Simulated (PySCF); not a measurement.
Simulation results for BGeH6Si

Calculation on a computer-drawn molecule: optimised geometry and harmonic frequencies of an isolated molecule of the commonest isotopes, restricted reference for singlets and unrestricted otherwise, frozen core in MP2; on germanium a core potential holds 10 electrons, which the energies leave out, and 3d is frozen in MP2 and coupled-cluster steps. Program: PySCF 2.14.0.

### BGeH6Si

Start structure:
```xyz
9
BGeH6Si
B     -0.7087    -0.6044    -1.7642
Ge    -0.8377     0.4378    -0.0620
Si     0.5338     0.6878     1.8393
H      0.2988    -1.3310    -1.8465
H     -1.4429    -0.5406    -2.5052
H     -1.9911     1.3997     0.0715
H     -0.2343     0.3074     3.0269
H      0.9329     2.0635     1.9650
H      1.6724    -0.1223     1.6548
```

| Quantity | Value |
| --- | --- |
| charge | 0 |
| multiplicity | 2 |
| method | HF |
| basis | cc-pV(D+d)Z |
| basis and core potential on germanium | cc-pVDZ-PP ECP10MDF |
| rotational constants | 14.76, 2.659, 2.313 GHz |
| total energy | -610.4442 hartree |
| spin squared | 0.7606 |
| convergence status largest gradient component | 9.776e-06 hartree/bohr |

Drawn bonds:
```tsv
atom	other atom	order
1	2	1
2	3	1
1	4	1
1	5	1
2	6	1
3	7	1
3	8	1
3	9	1
```

Optimised structure:
```xyz
9
BGeH6Si
B     -0.6382    -0.6104    -1.6988
Ge    -0.9229     0.5433    -0.0733
Si     0.5305     0.6878     1.8213
H      0.3354    -1.3037    -1.7652
H     -1.4376    -0.6005    -2.5895
H     -2.1634     1.4359     0.0294
H     -0.1828     0.2798     3.0537
H      1.0153     2.0764     1.9970
H      1.6870    -0.2107     1.6050
```

Modes:
```tsv
frequency (cm⁻¹)	reduced mass (dalton)
50.46	1.21
124.9	3.073
156.3	1.097
363.3	9.461
378.4	1.017
512.5	1.087
550.1	1.098
613	4.195
674.9	1.177
810.7	1.146
902.8	1.265
978.2	1.098
1020	1.038
1030	1.036
1244	1.147
2211	1.02
2308	1.051
2311	1.026
2317	1.043
2689	1.049
2785	1.13
```
